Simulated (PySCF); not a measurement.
Correlation energy of Hf⁴⁴⁺ (hafnium, charge +44)

Starting occupation: [Ar] 3d10. Computed with PySCF 2.14 in an uncontracted even-tempered set (18 s from 3.5 bohr⁻², ratio 2.6; 15 p from 4.6 bohr⁻², ratio 2.6; 10 d from 4.6 bohr⁻², ratio 2.6; 5 f from 4.7 bohr⁻², ratio 2.8), with X2C-1e with screened-nucleus spin-orbit coupling, Gaussian nucleus. Frozen: [Ar]; 10 electrons correlated; the 98 highest virtual spinors left out.

MP2 pair energies summed by pair of shells (mhartree):

```
       pair   energy  share (%)
3d3/2-3d5/2  -188.70       49.7
3d5/2-3d5/2  -133.48       35.1
3d3/2-3d3/2   -57.67       15.2
```

Total MP2 correlation energy: -379.85 mhartree.

The virtual space was cut to 70 spinors, which keep -375.46 of the -379.85 mhartree of MP2 correlation.

```csv
level,correlation energy (mhartree)
CCSD,-371.81
(T),-0.16
CCSD(T),-371.97
```

Diagnostics: T1 = 5.3e-05, largest double amplitude 0.005.

Cost of the coupled-cluster step: of the order of 90 core-seconds, for 10 occupied and 70 virtual spinors.

Iterations:

```
Init t2, MP2 energy = -0.375464209576488
CCSD nocc = 10, nmo = 80
Init t2, MP2 energy = -0.375464209576488
Init E_corr(GCCSD) = -0.375464209576488
cycle = 1  E_corr(GCCSD) = -0.371731350152826  dE = 0.00373285942  norm(t1,t2) = 0.000602737
cycle = 2  E_corr(GCCSD) = -0.371808922712728  dE = -7.75725599e-05  norm(t1,t2) = 1.45877e-05
cycle = 3  E_corr(GCCSD) = -0.371808589181901  dE = 3.33530827e-07  norm(t1,t2) = 6.02109e-07
cycle = 4  E_corr(GCCSD) = -0.371808639292262  dE = -5.01103612e-08  norm(t1,t2) = 2.15086e-08
cycle = 5  E_corr(GCCSD) = -0.371808639559139  dE = -2.66876299e-10  norm(t1,t2) = 2.80643e-10
GCCSD converged
E(GCCSD) = -13770.00910665589  E_corr = -0.3718086395591387
```

At this charge the one-electron X2C treatment keeps the bare 1/r₁₂, with no two-electron picture change or Breit term. The effect here is smaller than on the frozen 1s shell.
